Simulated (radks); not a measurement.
Q: These are the eigenvalues of the occupied orbitals of an atom or ion with whole-number occupations (eV). Method: Dirac Kohn-Sham, PBEsol, spin-unpolarised, spherical densities, finite nucleus; Fermi nuclear charge, rms radius of each element as measured or else 0.836 A^(1/3) + 0.57 fm; computed with a radial shooting solver on a logarithmic mesh with Libxc functionals.

orbital  eigenvalue
1s1/2     -43342.12
2s1/2     -7010.872
2p1/2     -6634.098
2p3/2     -6114.386
3s1/2     -1523.754
3p1/2     -1362.694
3p3/2     -1258.966
3d3/2     -978.0839
3d5/2     -955.6519
4s1/2     -305.9364
4p1/2     -245.1625
4p3/2     -222.6292
4d3/2     -122.7038
4d5/2     -118.7254
5s1/2      -44.5708
5p1/2      -28.3659
5p3/2      -25.3227
6s1/2       -6.4239
4f5/2       -6.0117
5f5/2       -0.4224

Which element is it, and in what charge state? The configuration may be excited. Open shells, if any, fill j = l - 1/2 first.

A: Z = 60, neodymium, charge 0: Nd in [Xe] 4f4 6s1 5f1. The list shows which subshells hold electrons but not how many an open one holds; the 1s level, -1592.8 hartree, gives Z - s = 56.4 by -(Z - s)^2/2, which with screening and relativity narrows Z to a few neighbours, and the depths of the outer levels then fix element, charge and occupations together.
